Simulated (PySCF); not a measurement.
A side-by-side comparison of computed properties.

First species: C₅H₈F₃OP.
SMILES with atom numbers: `[CH3:1][CH2:2][P@:3]([CH3:4])(=[O:5])[C:6]([F:7])=[C:8]([F:9])[F:10]` (hydrogens: H11, H12, H13 on C1; H14, H15 on C2; H16, H17, H18 on C4)

Second species: C₄H₁₅FOSi₃.
SMILES with atom numbers: `[CH3:1][O:2][CH2:3][CH2:4][Si:5]([SiH3:6])([SiH3:7])[CH2:8][F:9]` (hydrogens: H10, H11, H12 on C1; H13, H14 on C3; H15, H16 on C4; H17, H18, H19 on Si6; H20, H21, H22 on Si7; H23, H24 on C8)

Levels: PBE0/pcSseg-1 for dipole moment, HOMO energy, LUMO energy and HOMO–LUMO gap; GFN2-xTB for rotational constant A and rotational constant C. Geometries: GFN2-xTB. Each species is one conformer at its optimised geometry, gas phase, non-relativistic unless stated. Electronic properties by PySCF.

The conformers computed, where there is a choice (atom-mapped SMILES and torsion angles):
- `[CH3:1][CH2:2][P@:3]([CH3:4])(=[O:5])[C:6]([F:7])=[C:8]([F:9])[F:10]`: C1–C2–P3–C4 -54°, C2–P3–C6–F7 -115°
- `[CH3:1][O:2][CH2:3][CH2:4][Si:5]([SiH3:6])([SiH3:7])[CH2:8][F:9]`: C1–O2–C3–C4 178°, O2–C3–C4–Si5 -49°, C3–C4–Si5–Si6 50°, C4–Si5–C8–F9 -170°

Values for the first species:

```
Dipole moment         : 4.08 D
HOMO energy           : -7.66 eV
LUMO energy           : -0.33 eV
HOMO–LUMO gap         : 7.33 eV
Rotational constant A : 1.450 GHz
Rotational constant C : 0.797 GHz
```

Q: Estimate the same properties for the second species, and the change in each.

A: 
| property | first | second | second less first |
| --- | --- | --- | --- |
| dipole moment | 4.08 D | 4.15 D | +0.07 D |
| HOMO energy | -7.66 eV | -7.70 eV | -0.04 eV |
| LUMO energy | -0.33 eV | -0.35 eV | -0.02 eV |
| HOMO–LUMO gap | 7.33 eV | 7.35 eV | +0.02 eV |
| rotational constant A | 1.450 GHz | 1.191 GHz | -0.259 GHz |
| rotational constant C | 0.797 GHz | 0.557 GHz | -0.240 GHz |

On the first: The dipole equals about 13.6 × 10⁻³⁰ C·m (1 D = 3.33564 × 10⁻³⁰ C·m).

On the second: In atomic units the dipole is 1.63 e·bohr (1 au = 2.5417 D).
